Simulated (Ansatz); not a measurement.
`[SH][SbH2]` + `C=C=N` → `C=C=[N][SbH2]` + H₂S  (ligand exchange at the Sb–S bond)

Gas-phase electronic energies from Ansatz, PBE0-D4/def2-TZVP geometries. CCSD(T)/CBS is the MP2 limit (def2-TZVPP, def2-QZVPP) plus CCSD(T) − MP2 in def2-TZVPP, frozen cores. This one scheme is used for every species. DFT in def2-TZVPP. Elements past krypton have def2 core potentials. For Sb outer-core shells are correlated without core-valence functions, which leaves a few kJ/mol of doubt a bond. One conformer a species, not always the lowest.

CCSD(T)/CBS gives +38.3 kJ/mol.

**Question.** Another level gave +44.4 kJ/mol. Which?
A. MP2/def2-TZVPP
B. PBE/def2-TZVPP
C. ωB97M-V/def2-TZVPP
D. CCSD/def2-TZVPP

**Answer.** B. PBE 44.4, ωB97M-V 39.8, MP2/def2-TZVPP 28.8, CCSD/def2-TZVPP 33.3 kJ/mol.

Largest T1 diagnostic among the species: 0.015.

In def2-TZVPP, CCSD(T) changes the Hartree–Fock value by −5.3 kJ/mol (the triples alone add −1.3 kJ/mol) and MP2 by −8.5 kJ/mol. At CCSD(T), def2-SVP lies −3.6 kJ/mol from the extrapolated value and def2-TZVPP −6.3 kJ/mol. Leaving LDA and LC-ωPBE aside and taking each functional with its dispersion term where it has one, the values, not all of them listed here, spread over 9.5 kJ/mol, from BLYP-D4 to HSE06-D4.
